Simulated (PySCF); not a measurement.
Cl₃Ge, SMILES [Cl][Ge]([Cl])[Cl] (connectivity only; charge and spin as stated), charge +1, multiplicity 1.

The structure is a stationary point at B3LYP-D3(BJ)/def2-SVP. The multiplicity is an assumed one; other spin states were not compared. The isomer is the one that the SMILES or the coordinates give; other isomers of the formula were not compared.

Computed with TDA-PBE/def2-SVPD (PySCF 2.14.0).

Vertical excitations; the highest root listed may be one member of a degenerate set. The molecule is in vacuum. State labels are in the subgroup C2v.

Computed lowest excited states:
```tsv
state	symmetry	energy (eV)	λ (nm)	f	main pairs
S1	B1	4.12	301	0.000	HOMO→LUMO 100 %
S2	A2	4.52	274	0.000	HOMO−1→LUMO (degenerate set)
S3	B2	4.52	274	0.000	HOMO−2→LUMO (degenerate set)
S4	A2	4.55	272	0.000	HOMO→LUMO+1 100 %
S5	A1	4.72	263	0.008	HOMO−3→LUMO (degenerate set)
S6	B1	4.72	263	0.008	HOMO−4→LUMO (degenerate set)
S7	B2	5.09	243	0.000	HOMO−3→LUMO+1 (degenerate set)
S8	A2	5.09	243	0.000	HOMO−4→LUMO+1 (degenerate set)
S9	B1	5.57	222	0.072	HOMO−1→LUMO+1, HOMO−6→LUMO (degenerate set)
S10	A1	5.57	222	0.072	HOMO−2→LUMO+1, HOMO−7→LUMO (degenerate set)
T1	B1	3.73	333	0	HOMO→LUMO 100 %
T2	A2	4.16	298	0	HOMO−1→LUMO (degenerate set)
T3	B2	4.16	298	0	HOMO−2→LUMO (degenerate set)
T4	A1	4.24	292	0	HOMO−3→LUMO 99 %
```
Triplets are in the Tamm–Dancoff approximation.
